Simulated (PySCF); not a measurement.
ClCu, charge -1, doublet, at a GFN2-xTB geometry (such geometries of metal compounds can be far from the true shape) (the multiplicity is a formal guess), with bond 1-2 at 1.3 times its length; PBE/aug-cc-pVDZ in PySCF.

Here is a job for PySCF.
```python
from pyscf import gto, scf, dft

mol = gto.Mole()
mol.atom = '''
    Cu    0.00000000    0.00000000   -1.43020284
    Cl    0.00000000    0.00000000    1.34661955
'''
mol.basis = 'aug-cc-pvdz'
mol.charge = -1
mol.spin = 1
mol.verbose = 4
mol.build()

mf = dft.UKS(mol)
mf.xc = 'pbe'
mf.diis_space = 2
mf.kernel()
```

What the program printed (banner, timings and long lists left out):

```
PySCF version 2.14.0

[INPUT] verbose = 4
[INPUT] num. atoms = 2
[INPUT] num. electrons = 47
[INPUT] charge = -1
[INPUT] spin (= nelec alpha-beta = 2S) = 1
[INPUT] symmetry False subgroup None
[INPUT] Mole.unit = angstrom
[INPUT] Symbol           X                Y                Z      unit          X                Y                Z       unit  Magmom
[...]
nuclear repulsion = 93.950684755016
number of shells = 19
number of NR pGTOs = 188
number of NR cGTOs = 86
basis = aug-cc-pvdz
ecp = {}

******** <class 'pyscf.dft.uks.UKS'> ********
method = UKS
initial guess = minao
damping factor = 0
level_shift factor = 0
DIIS = <class 'pyscf.scf.diis.CDIIS'>
diis_start_cycle = 1
diis_space = 2
diis_damp = 0
SCF conv_tol = 1e-09
SCF conv_tol_grad = None
SCF max_cycles = 50
direct_scf = True
direct_scf_tol = 1e-13
number electrons alpha = 24  beta = 23
XC library pyscf.dft.libxc version 7.1.2
    S. Lehtola, C. Steigemann, M. J. T. Oliveira, and M. A. L. Marques,  SoftwareX 7, 1–5 (2018)
XC functionals = pbe
    J. P. Perdew, K. Burke, and M. Ernzerhof,  Phys. Rev. Lett. 77, 3865 (1996)
    J. P. Perdew, K. Burke, and M. Ernzerhof,  Phys. Rev. Lett. 78, 1396 (1997)
    J. P. Perdew, K. Burke, and M. Ernzerhof,  Phys. Rev. Lett. 77, 3865 (1996)
    J. P. Perdew, K. Burke, and M. Ernzerhof,  Phys. Rev. Lett. 78, 1396 (1997)
radial grids:
    Treutler-Ahlrichs [JCP 102, 346 (1995); DOI:10.1063/1.469408] (M4) radial grids

becke partition: Becke, JCP 88, 2547 (1988); DOI:10.1063/1.454033
pruning grids: <function nwchem_prune>
grids dens level: 3
symmetrized grids: False
atomic radii adjust function: <function treutler_atomic_radii_adjust>
small_rho_cutoff = 0
Set gradient conv threshold to 3.16228e-05
tot grids = 39520
init E= -2099.85772860611

cycle= 1 E= -2084.24091180047  delta_E= 15.6  |g|= 6.46  |ddm|= 3.04
cycle= 2 E= -2053.8153631156  delta_E= 30.4  |g|= 8.34  |ddm|= 67.4
cycle= 3 E= -2098.35479528552  delta_E= -44.5  |g|= 2.35  |ddm|= 67.4
cycle= 4 E= -2077.62314386718  delta_E= 20.7  |g|= 6.73  |ddm|= 7.51
cycle= 5 E= -2100.29173747538  delta_E= -22.7  |g|= 0.477  |ddm|= 7.16
cycle= 6 E= -2100.08218519171  delta_E= 0.21  |g|= 0.653  |ddm|= 1.49
cycle= 7 E= -2100.25106439026  delta_E= -0.169  |g|= 0.83  |ddm|= 1.06
cycle= 8 E= -2100.2293610043  delta_E= 0.0217  |g|= 0.736  |ddm|= 0.727

cycle= 9 E= -2098.41235849209  delta_E= 1.82  |g|=  1.5  |ddm|= 2.07
cycle= 10 E= -2099.9946670727  delta_E= -1.58  |g|= 1.45  |ddm|= 2.07
[...]
cycle= 18 E= -2047.13143492264  delta_E= -178  |g|= 8.29  |ddm|= 83.3
cycle= 19 E= -2048.42665348234  delta_E= -1.3  |g|= 8.12  |ddm|= 5.29

cycle= 20 E= -1875.26934447511  delta_E=  173  |g|= 7.49  |ddm|= 87.3
cycle= 21 E= -2055.08547778771  delta_E= -180  |g|= 8.38  |ddm|= 66.3
cycle= 22 E= -2052.52161598654  delta_E= 2.56  |g|= 8.38  |ddm|= 6.73

cycle= 23 E= -1875.36878915044  delta_E=  177  |g|= 7.34  |ddm|= 72.5
cycle= 24 E= -2052.31542486426  delta_E= -177  |g|= 8.33  |ddm|= 74.4
cycle= 25 E= -2052.49460306508  delta_E= -0.179  |g|= 8.35  |ddm|= 1.09

cycle= 26 E= -1875.36061478911  delta_E=  177  |g|= 7.47  |ddm|= 73.6
cycle= 27 E= -2053.09439603023  delta_E= -178  |g|= 8.36  |ddm|=   72
cycle= 28 E= -2052.93471733622  delta_E= 0.16  |g|= 8.37  |ddm|= 0.262

cycle= 29 E= -1875.38881159973  delta_E=  178  |g|= 7.33  |ddm|=   72
cycle= 30 E= -2052.23144869667  delta_E= -177  |g|= 8.34  |ddm|= 74.3
cycle= 31 E= -2052.45995085737  delta_E= -0.229  |g|= 8.34  |ddm|= 0.611

cycle= 32 E= -1875.29040842133  delta_E=  177  |g|= 7.45  |ddm|= 73.7
cycle= 33 E= -2053.00184940367  delta_E= -178  |g|= 8.36  |ddm|= 71.9
cycle= 34 E= -2052.8193033983  delta_E= 0.183  |g|= 8.36  |ddm|= 0.493

cycle= 35 E= -1875.31183395543  delta_E=  178  |g|= 7.42  |ddm|= 72.4
cycle= 36 E= -2052.69967279282  delta_E= -177  |g|= 8.36  |ddm|= 72.8
cycle= 37 E= -2052.74442548732  delta_E= -0.0448  |g|= 8.36  |ddm|= 0.147

cycle= 38 E= -1875.16656489815  delta_E=  178  |g|= 7.69  |ddm|= 72.6
cycle= 39 E= -2054.17036834536  delta_E= -179  |g|= 8.39  |ddm|= 68.2
cycle= 40 E= -2053.72342443249  delta_E= 0.447  |g|= 8.39  |ddm|= 1.09

cycle= 41 E= -1875.39041183935  delta_E=  178  |g|= 7.31  |ddm|= 69.3
cycle= 42 E= -2051.90393265902  delta_E= -177  |g|= 8.33  |ddm|= 75.2
cycle= 43 E= -2052.45530654263  delta_E= -0.551  |g|= 8.34  |ddm|= 1.38

cycle= 44 E= -1875.309639673  delta_E=  177  |g|= 7.42  |ddm|= 73.8
cycle= 45 E= -2052.86737237296  delta_E= -178  |g|= 8.36  |ddm|= 72.3
cycle= 46 E= -2052.70848029946  delta_E= 0.159  |g|= 8.36  |ddm|= 0.535

cycle= 47 E= -1875.09530529876  delta_E=  178  |g|= 7.83  |ddm|= 72.7
cycle= 48 E= -2055.00041125161  delta_E= -180  |g|=  8.4  |ddm|= 65.7
cycle= 49 E= -2054.28416248266  delta_E= 0.716  |g|= 8.41  |ddm|= 1.78

cycle= 50 E= -1875.41930271659  delta_E=  179  |g|= 7.28  |ddm|= 67.4
SCF not converged.
SCF energy = -1875.41930271659 after 50 cycles  <S^2> = 0.75001016  2S+1 = 2.0000102
```

The run did not converge; its last values are not results.
